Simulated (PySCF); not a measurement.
# ethylcyclopentane, C7H14

Geometry:
| atom | x (Å) | y (Å) | z (Å) |
| --- | --- | --- | --- |
| C1 | 2.658 | -0.465 | 0.206 |
| C2 | 1.566 | 0.552 | -0.100 |
| C3 | 0.221 | 0.162 | 0.510 |
| C4 | -0.836 | 1.265 | 0.370 |
| C5 | -2.157 | 0.508 | 0.426 |
| C6 | -1.879 | -0.716 | -0.444 |
| C7 | -0.416 | -1.081 | -0.147 |
| H8 | 2.391 | -1.445 | -0.181 |
| H9 | 2.806 | -0.553 | 1.280 |
| H10 | 3.601 | -0.163 | -0.245 |
| H11 | 1.863 | 1.527 | 0.295 |
| H12 | 1.454 | 0.655 | -1.182 |
| H13 | 0.374 | -0.035 | 1.576 |
| H14 | -0.733 | 1.754 | -0.601 |
| H15 | -0.747 | 2.023 | 1.148 |
| H16 | -3.000 | 1.096 | 0.063 |
| H17 | -2.367 | 0.201 | 1.452 |
| H18 | -1.992 | -0.446 | -1.495 |
| H19 | -2.560 | -1.539 | -0.235 |
| H20 | 0.107 | -1.346 | -1.066 |
| H21 | -0.361 | -1.938 | 0.524 |

Method used: PySCF 2.14.0, GIAO CAM-B3LYP/pcSseg-1 magnetisability, rotational g tensor and spin-rotation constants, non-relativistic, gas phase. Geometry: GFN2-xTB.

**Question.** Give the nuclear spin-rotation constants along the inertial axes (H = +C I·J) beside the isotropic shieldings.

**Answer.** Rotational constants 5.4645, 1.6844, 1.4152 GHz. A star marks the isotopologue with that one atom substituted, in its own axes.
```csv
atom,isotope,Caa (kHz),Cbb (kHz),Ccc (kHz),mean (kHz),σ (ppm)
H8,1H,-0.576,0.036,-0.161,-0.234,30.7
H9,1H,-0.585,-0.187,0.022,-0.250,30.9
H10,1H,-0.077,-0.178,-0.109,-0.121,30.6
H11,1H,-0.565,0.044,-0.153,-0.225,30.1
H12,1H,-0.602,-0.191,0.034,-0.253,30.9
H13,1H,-0.537,-0.203,0.046,-0.231,30.2
H14,1H,-0.639,-0.180,0.035,-0.261,30.8
H15,1H,-0.595,0.007,-0.112,-0.233,29.9
H16,1H,-0.094,-0.149,-0.115,-0.119,30.1
H17,1H,-0.565,-0.193,0.037,-0.240,30.4
H18,1H,-0.612,-0.177,0.041,-0.249,30.3
H19,1H,-0.328,-0.068,-0.119,-0.171,30.0
H20,1H,-0.463,-0.130,-0.047,-0.213,30.6
H21,1H,-0.584,-0.101,-0.021,-0.235,29.9
C1,13C*,0.735,0.250,0.198,0.395,168.7
C2,13C*,0.895,0.309,0.235,0.480,149.6
C3,13C*,0.902,0.315,0.298,0.505,139.6
C4,13C*,0.841,0.295,0.288,0.475,145.4
C5,13C*,0.824,0.259,0.268,0.450,153.7
```
For the geometry as given, no vibrational averaging.

**Question.** How do the rotational constants and the g tensor change when H8, H9, H10, H11, H12, H13, H14, H15, H16, H17, H18, H19, H20, H21 are replaced by deuterium?

**Answer.** Constants 3.9703, 1.3584, 1.1516 GHz; g 0.0037, -0.0011, -0.0015, against 0.0050, -0.0014, -0.0019 before.
